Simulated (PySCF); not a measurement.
B3Cl3H3N3, SMILES ClB1NB(Cl)NB(Cl)N1. Atoms are numbered in the order given.

```xyz
12

Cl     1.7436     2.7037     0.0000
B      0.7776     1.2057     0.0000
N     -0.6462     1.2584     0.0000
B     -1.4330     0.0705     0.0000
Cl    -3.2133     0.1582     0.0000
N     -0.7667    -1.1888     0.0000
B      0.6554    -1.2763     0.0000
Cl     1.4697    -2.8619     0.0000
N      1.4129    -0.0695     0.0000
H     -1.1092     2.1600     0.0000
H     -1.3160    -2.0406     0.0000
H      2.4252    -0.1194     0.0000
```
Charge 0, spin multiplicity 1.

Geometry: B3LYP-D3(BJ)/def2-SVP.

Computed with HF/pcSseg-1 run with PySCF.

GIAO shieldings, no solvent; atoms alike by connectivity are averaged. δ = σ(ref) − σ: ³⁵Cl against HCl (σ = 958.2 ppm); ¹¹B against BF3 (σ = 102.7 ppm); ¹⁵N against NH3 (σ = 267.3 ppm); ¹H against TMS (σ = 31.99 ppm), references at their B3LYP-D3(BJ)/def2-TZVP geometries, non-relativistic (without spin–orbit terms, shifts of atoms bonded to Cl or Br come out too high).

Computed chemical shifts:
| nucleus | atoms | count | δ (ppm) |
|---|---|---|---|
| ³⁵Cl | Cl1, Cl5, Cl8 | 3 | 29.9 |
| ¹¹B | B2, B4, B7 | 3 | 21.1 |
| ¹⁵N | N3, N6, N9 | 3 | 112.1 |
| ¹H | H10, H11, H12 | 3 | 4.91 |
